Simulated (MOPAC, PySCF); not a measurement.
C₈H₇FSSi, SMILES `Fc1cc2ccc([SiH3])cc2s1`, neutral singlet in the gas phase. 

Cartesian coordinates (Å):
```xyz
18

F      4.6186    -0.2733    -1.1332
C      3.3363    -0.1986    -0.7936
C      2.8212    -0.2207     0.4747
C      1.3850    -0.1186     0.4555
C      0.4697    -0.1038     1.5338
C     -0.8983     0.0040     1.2818
C     -1.4130     0.1012    -0.0410
Si    -3.2685     0.2466    -0.3410
C     -0.5132     0.0875    -1.1244
C      0.8626    -0.0207    -0.8717
S      2.1418    -0.0554    -2.0790
H      3.4419    -0.3058     1.3753
H      0.8437    -0.1779     2.5663
H     -1.5936     0.0133     2.1367
H     -3.8286     1.4805     0.3171
H     -3.5226     0.3221    -1.8220
H     -4.0027    -0.9411     0.2242
H     -0.8803     0.1609    -2.1597
```
Charge 0, multiplicity 1.

All levels are single points at this geometry (PBE-D3(BJ)/def2-SVP); Pople sets use spherical d functions. Orbital energies aren't observables, and empty levels follow the basis.

```
level                          HOMO (eV)  LUMO (eV)  gap (eV)  dipole (D)  vertical IE, Delta-SCF (eV)
-----------------------------  ---------  ---------  --------  ----------  ---------------------------
PBE-D3(BJ)/def2-TZVP in PySCF      -5.67      -1.99      3.68        0.82                         8.00
B3LYP/3-21G in PySCF               -6.23      -1.02      5.21        1.14                            –
B3LYP/6-311+G** in PySCF           -6.45      -1.41      5.04        0.98                            –
B3LYP/6-31G* in PySCF              -6.12      -1.02      5.10        0.95                         7.94
B3LYP/LANL2DZ in PySCF             -6.42      -1.25      5.17        1.66                            –
M06-2X/6-31G* in PySCF             -7.42      -0.16      7.25        1.01                            –
SVWN5/6-31G* in PySCF              -5.54      -1.84      3.70        0.92                         7.99
HF/3-21G in PySCF                  -8.54       2.33     10.87        1.84                            –
HF/6-31G* in PySCF                 -8.30       2.45     10.75        1.35                            –
HF/STO-3G in PySCF                 -5.97       6.09     12.05        0.62                            –
PM3 in MOPAC                       -8.88      -0.75      8.13        2.57                            –
PM6 in MOPAC                       -8.93      -0.85      8.09        1.43                            –
PM7 in MOPAC                       -8.83      -0.85      7.98        1.77                            –
```
